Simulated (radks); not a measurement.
These are the eigenvalues of the occupied orbitals of an atom or ion with whole-number occupations (eV). Calculated with a radial shooting solver on a logarithmic mesh with Libxc functionals: Dirac Kohn-Sham, PBE, spin-unpolarised, spherical densities, point nucleus.

| orbital | eigenvalue |
|---|---|
| 1s1/2 | -25338.29 |
| 2s1/2 | -3749.096 |
| 2p1/2 | -3485.497 |
| 2p3/2 | -3310.170 |
| 3s1/2 | -705.8921 |
| 3p1/2 | -601.0587 |
| 3p3/2 | -570.1154 |
| 3d3/2 | -384.5946 |
| 3d5/2 | -378.3636 |
| 4s1/2 | -117.5039 |
| 4p1/2 | -84.4490 |
| 4p3/2 | -79.3176 |
| 4d3/2 | -29.2372 |
| 4d5/2 | -28.6205 |

Which element is it, and in what charge state? The configuration may be excited. Open shells, if any, fill j = l - 1/2 first.

Answer. Z = 47, silver, charge +2: Ag2+ in [Kr] 4d9. The list shows which subshells hold electrons but not how many an open one holds; the 1s level, -931.16 hartree, gives Z - s = 43.2 by -(Z - s)^2/2, which with screening and relativity narrows Z to a few neighbours, and the depths of the outer levels then fix element, charge and occupations together.
